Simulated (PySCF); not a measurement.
H₆BN, charge -1, doublet, at the geometry of the source list (a state made from the parent by changing its charge; the spin is typed, not shown lowest) (in this run its highest filled SCF level lies above zero, so its values depend strongly on the basis, on diffuse functions most of all); CAMB3LYP/def2-SV(P) run with PySCF.

Here is a job for PySCF.
```python
from pyscf import gto, scf, dft

mol = gto.M(
    atom='''
B    -0.824500    0.108500   -0.017900
N     0.820900   -0.110000    0.018300
H    -1.225800   -0.630900   -0.859700
H    -0.985700    1.257400   -0.288300
H    -1.207600   -0.172300    1.073800
H     1.018100   -1.066800    0.287500
H     1.215800    0.535400    0.692800
H     1.188900    0.078800   -0.906600
''',
    basis='def2-sv(p)',
    charge=-1,
    spin=1,
    verbose=3,
)

mf = dft.UKS(mol)
mf.xc = 'camb3lyp'
mf.kernel()
mf.analyze()
```

It wrote (shortened):

```
converged SCF energy = -82.9853308551992  <S^2> = 0.75091491  2S+1 = 2.0009147
**** MO energy ****
                             alpha | beta                alpha | beta
MO #1   energy= -14.1974424122592  | -14.190204597095   occ= 1 | 1
MO #2   energy= -6.55874412929965  | -6.55829307081578  occ= 1 | 1
MO #3   energy= -0.767456137771964 | -0.754264822998069 occ= 1 | 1
MO #4   energy= -0.372276616791793 | -0.363807560744174 occ= 1 | 1
MO #5   energy= -0.372175431820196 | -0.363683603145272 occ= 1 | 1
MO #6   energy= -0.366306323727275 | -0.361465939513747 occ= 1 | 1
MO #7   energy= -0.207433584769066 | -0.200917101823103 occ= 1 | 1
MO #8   energy= -0.148853914607354 | -0.148144641238696 occ= 1 | 1
MO #9   energy= -0.148660822388177 | -0.147952355293199 occ= 1 | 1
MO #10  energy= 0.125341888311266  | 0.278162721777736  occ= 1 | 0
MO #11  energy= 0.328429039052059  | 0.356584734730786  occ= 0 | 0
MO #12  energy= 0.328557462438185  | 0.356607909765293  occ= 0 | 0
MO #13  energy= 0.378862607196606  | 0.389449901199169  occ= 0 | 0
MO #14  energy= 0.411938645556739  | 0.412507224928967  occ= 0 | 0
MO #15  energy= 0.412331898522415  | 0.41291580674375   occ= 0 | 0
MO #16  energy= 0.457893559959107  | 0.459597018715592  occ= 0 | 0
MO #17  energy= 0.545729736738747  | 0.546327066053686  occ= 0 | 0
MO #18  energy= 0.545825561001515  | 0.546425206797044  occ= 0 | 0

To work with the spin densities directly, `use mulliken_meta_spin()` only printing them here.

 ** Mulliken spin pop alpha/beta on meta-lowdin orthogonal AOs **
 ** Mulliken Spin Density (per atom)  **
spin density of  0 B =      0.09155
spin density of  1 N =      0.24606
spin density of  2 H =     -0.00027
spin density of  3 H =     -0.00027
spin density of  4 H =     -0.00026
spin density of  5 H =      0.22182
spin density of  6 H =      0.22104
spin density of  7 H =      0.22032
 ** Mulliken pop alpha/beta on meta-lowdin orthogonal AOs **
 ** Mulliken atomic charges   ( Nelec_alpha | Nelec_beta ) **
charge of  0B =     -0.42930  (     2.76043      2.66887 )
charge of  1N =     -0.38346  (     3.81476      3.56870 )
charge of  2H =     -0.07243  (     0.53608      0.53635 )
charge of  3H =     -0.07270  (     0.53621      0.53649 )
charge of  4H =     -0.07255  (     0.53615      0.53640 )
charge of  5H =      0.00933  (     0.60625      0.38442 )
charge of  6H =      0.01022  (     0.60541      0.38437 )
charge of  7H =      0.01089  (     0.60472      0.38440 )

WARN: System has nonzero charge -1; the dipole moment is origin-dependent.
Location of origin: [0. 0. 0.]

Dipole moment(X, Y, Z, Debye):  0.84540, -0.10741,  0.01314
```
